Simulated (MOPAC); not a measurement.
MOPAC input (PM7):

```
PM7 1SCF GEO-OK AUX(PRECISION=9) THREADS=1
OZr

Zr   -0.00000000 1   -0.00000000 1   -0.28629840 1
O     0.00000000 1    0.00000000 1    1.43149202 1
```

Output:

```
 *******************************************************************************
 **                                                                           **
 **                              MOPAC v23.2.5                                **
 **                                                                           **
 *******************************************************************************
 ** MOPAC's Digital Object Identifier: https://doi.org/10.5281/zenodo.6511958 **
 **                                                                           **
 ** Please cite the open-source release paper for use of this MOPAC version:  **
 ** J. E. Moussa and J. J. P. Stewart (2026)                                  **
 ** MOPAC: An open-source semiempirical molecular orbital program             **
 ** J. Open Source Softw., 11(119), 8025, https://doi.org/10.21105/joss.08025 **
 *******************************************************************************

                              PM7 CALCULATION RESULTS

 *******************************************************************************
 *  PM7        - The PM7 Hamiltonian to be used
 *  GEO-OK     - OVERRIDE INTERATOMIC DISTANCE AND OTHER SAFETY CHECKS
 *  1SCF       - DO 1 SCF AND THEN STOP
 *  AUX        - OUTPUT AUXILIARY INFORMATION
 *******************************************************************************
PM7 1SCF GEO-OK AUX(PRECISION=9) THREADS=1
 OZr

   ATOM   CHEMICAL          X               Y               Z
  NUMBER   SYMBOL      (ANGSTROMS)     (ANGSTROMS)     (ANGSTROMS)

     1      Zr         -0.00000000  *  -0.00000000  *  -0.28629840  *
     2       O          0.00000000  *   0.00000000  *   1.43149202  *

          CARTESIAN COORDINATES

    NO.       ATOM           X           Y           Z

     1        Zr         -0.0000     -0.0000     -0.2863
     2         O          0.0000      0.0000      1.4315

 General Reference for PM7:
 "Optimization of Parameters for Semiempirical Methods VI: More Modifications to the
 NDDO Approximations and Re-optimization of Parameters", J. J. P. Stewart, J. Mol. Mod., 1:32, 19 (2013)
 https://link.springer.com/article/10.1007/s00894-012-1667-x

           Empirical Formula: O Zr  =     2 atoms

      MOLECULAR POINT GROUP   :   C*v

      RHF CALCULATION, NO. OF DOUBLY OCCUPIED LEVELS = 5

 -------------------------------------------------------------------------------
 PM7 1SCF GEO-OK AUX(PRECISION=9) THREADS=1
 OZr

     1SCF WAS SPECIFIED, SO BFGS WAS NOT USED
     SCF FIELD WAS ACHIEVED

                              PM7 CALCULATION
                                                       MOPAC v23.2.5 Linux

          FINAL HEAT OF FORMATION =         55.70423 KCAL/MOL =     233.06650 KJ/MOL

          COSMO AREA              =        141.45 SQUARE ANGSTROMS
          COSMO VOLUME            =        156.80 CUBIC ANGSTROMS

          IONIZATION POTENTIAL    =          4.725104 EV
          HOMO LUMO ENERGIES (EV) =         -4.725 -0.044
          NO. OF FILLED LEVELS    =          5
          MOLECULAR WEIGHT        =        107.2194         POINT GROUP:  C*v

          MOLECULAR DIMENSIONS (Angstroms)

            Atom       Atom       Distance
            O     2   Zr     1     1.71779
            O     2   Zr     1     0.00000
           Zr     1    O     2     0.00000

          SCF CALCULATIONS        =          1

   ATOM   CHEMICAL          X               Y               Z
  NUMBER   SYMBOL      (ANGSTROMS)     (ANGSTROMS)     (ANGSTROMS)

     1      Zr         -0.00000000  *  -0.00000000  *  -0.28629840  *
     2       O          0.00000000  *   0.00000000  *   1.43149202  *

                             CARTESIAN COORDINATES

   1   Zr       -0.000000000    -0.000000000    -0.286298400
   2    O        0.000000000     0.000000000     1.431492020

           Empirical Formula: O Zr  =     2 atoms

      MOLECULAR POINT GROUP   :   C*v

                  EIGENVALUES
 -24.40067 -10.91702 -10.91702  -9.75435  -4.72510  -0.04391  -0.04391   2.03801
   2.03801   3.83226  22.91188  22.91188  23.79079

              NET ATOMIC CHARGES AND DIPOLE CONTRIBUTIONS

  ATOM NO.   TYPE          CHARGE      No. of ELECS.   s-Pop       p-Pop       d-Pop
    1         Zr           0.639513        3.3605     1.64778     0.01868     1.69403
    2          O          -0.639513        6.6395     1.77232     4.86719
 DIPOLE           X         Y         Z       TOTAL
 POINT-CHG.     0.000     0.000    -5.277     5.277
 HYBRID         0.000    -0.000    -1.257     1.257
 SUM            0.000    -0.000    -6.533     6.533

          ATOMIC ORBITAL ELECTRON POPULATIONS

     Atom    s        px        py        pz      x^2-y^2     xz        z^2       yz        xy
    1 Zr   1.64778   0.00188   0.00188   0.01491   0.00000   0.48216   0.72971   0.48216   0.00000
    2  O   1.77232   1.51596   1.51596   1.83528

 **********************
 *                    *
 * JOB ENDED NORMALLY *
 *                    *
 **********************

 == MOPAC DONE ==
```
